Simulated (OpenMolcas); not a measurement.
Fe2+ with 6 ligands (fluoride) in octahedral coordination (Oh). A charge of +0.667 e stands 2.6 Å behind each ligand. Ligand basis ANO-RCC-VDZP.

```json
{
  "Program": "OpenMolcas",
  "Method": "CASSCF",
  "Basis": "ANO-RCC-VTZP [6s5p3d2f1g]",
  "Scalar Hamiltonian": "DKH2, point nucleus",
  "Active space": "6 electrons in 5 orbitals (3d)",
  "State averaging": "2S+1 = 5 even, 5 roots; 2S+1 = 3 even, 45 roots; 2S+1 = 1 even, 50 roots",
  "Spin-orbit coupling": "state interaction with AMFI integrals over the reference wave functions"
}
```

All ligands move together. At R = 1.98 Å the first state of the same spin is 8931 cm-1, and at R = 2.14 Å it is 5643 cm-1.

**Question.** A third run gives 6508 cm-1. What distance was it run at?

**Answer.** With a power law R^-n the two known points give n = -ln(5643 / 8931) / ln(2.14 / 1.98) = 5.91. Then R = 1.98 × (8931 / 6508)^(1/5.91) = 2.089 Å. The run was at 2.09 Å, so the estimate is off by -0.001 Å.

An orbital triplet at a regular site is open to Jahn-Teller coupling, which can distort the site and quench the lowest spin-orbit gaps and is left out. Without dynamic correlation the repulsion within the d shell is too large (B by tens of per cent), so at a given field states of lower spin stand too high. Ligand-to-metal charge-transfer states are missing. With no ligand orbital active B as a rule stays too high, so bands that hang on it stand too high and its fall with covalency is understated. With metal d orbitals alone and no dynamic correlation the field as a rule comes out too small, by tens of per cent, by up to half for chloride and softer ligands, and with too little covalency χT stands high. No measured value stands beside these numbers; the geometry was imposed, not optimised, and the real ion may take another.
